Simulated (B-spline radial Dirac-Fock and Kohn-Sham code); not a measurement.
Two-hole binding energies of Cd²⁺

System: cadmium as Cd²⁺ in the configuration 1s2 2s2 2p6 3s2 3p6 3d10 4s2 4p6 4d10, inside a Watson sphere of charge -2 and radius 2.4 Å (a model of the Madelung potential; inside it an electron's potential energy is raised by 12.0 eV).

The computed values come from an atomic code on a B-spline grid: Dirac-Fock (average of configuration) total-energy differences with a finite nucleus, the Breit interaction including its frequency dependence, and self-energy and vacuum-polarisation corrections. U is the two-hole binding energy less the two single-hole energies, the effective repulsion of the holes after relaxation. Each two-hole energy is an average over J within one jj subconfiguration.

```tsv
holes	E(a) (eV)	E(b) (eV)	E(ab) (eV)	U (eV)
1s⁻¹ 3p1/2⁻¹	26726.3	669.8	27457.9	61.8
2s⁻²	4040.3	4040.3	8202.9	122.2
2s⁻¹ 2p3/2⁻¹	4040.3	3554.1	7705.4	111.0
2p1/2⁻¹ 2p3/2⁻¹	3743.9	3554.1	7434.7	136.7
2s⁻¹ 3p1/2⁻¹	4040.3	669.8	4761.8	51.7
2p1/2⁻¹ 3s⁻¹	3743.9	788.8	?	?
2p3/2⁻¹ 3p1/2⁻¹	3554.1	669.8	4277.2	53.3
2p3/2⁻¹ 3d3/2⁻¹	3554.1	426.2	4035.5	55.1
2p3/2⁻¹ 3d5/2⁻¹	3554.1	419.5	4026.5	52.9
3p1/2⁻¹ 3p3/2⁻¹	669.8	635.1	1343.6	38.7
3d3/2⁻¹ 3d5/2⁻¹	426.2	419.5	889.4	43.7
3d5/2⁻²	419.5	419.5	881.9	43.0
4d3/2⁻²	24.52	24.52	65.21	16.2
4d5/2⁻²	23.82	23.82	63.80	16.2
```

Q: Give the missing two-hole energy and U.

A: E(ab) = 4583.2 eV and U = 50.5 eV.
